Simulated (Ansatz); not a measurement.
`Cl[SiH2][NH][GeH3]` and `C=C[N]([GeH3])[SiH2]Cl` differ in one atom or group.

Ansatz, PBE0-D4/def2-TZVP geometries, multiplicity 1. Each molecule was computed in one conformer, which needn't be the lowest.

Scalar relativity is left out up to krypton.

```tsv
property	`Cl[SiH2][NH][GeH3]`
size of the dipole moment (PBE/def2-TZVPP) / D	2.07
HOMO–LUMO gap (B3LYP/def2-TZVPP) / eV	7.31
LUMO energy (B3LYP/def2-TZVPP) / eV	-0.25
LUMO energy (ωB97M-V/def2-TZVPP) / eV	1.64
HOMO–LUMO gap (ωB97M-V/def2-TZVPP) / eV	11.73
HOMO energy (ωB97M-V/def2-TZVPP) / eV	-10.09
```

(1) Give the same properties after the change, and the shifts. (Best estimate.)

## Answers

(1) Computed: 
```
                                      property  `C=C[N]([GeH3])[SiH2]Cl`  shift
size of the dipole moment (PBE/def2-TZVPP) / D                      1.44  -0.63
         HOMO–LUMO gap (B3LYP/def2-TZVPP) / eV                      6.33  -0.98
           LUMO energy (B3LYP/def2-TZVPP) / eV                     -0.01   0.24
         LUMO energy (ωB97M-V/def2-TZVPP) / eV                      1.97   0.33
       HOMO–LUMO gap (ωB97M-V/def2-TZVPP) / eV                     10.71  -1.02
         HOMO energy (ωB97M-V/def2-TZVPP) / eV                     -8.74   1.35
```

With PBE0 the HOMO rises by 1.25 eV and the LUMO rises by 0.19 eV, so the gap narrows by about 1.06 eV. PBE moves the HOMO by 0.98 eV and ωB97M-V by 1.35 eV. Dipoles are sizes alone; their direction can turn.

B3LYP here is the variant with VWN-RPA as its local correlation; programs differ in this.
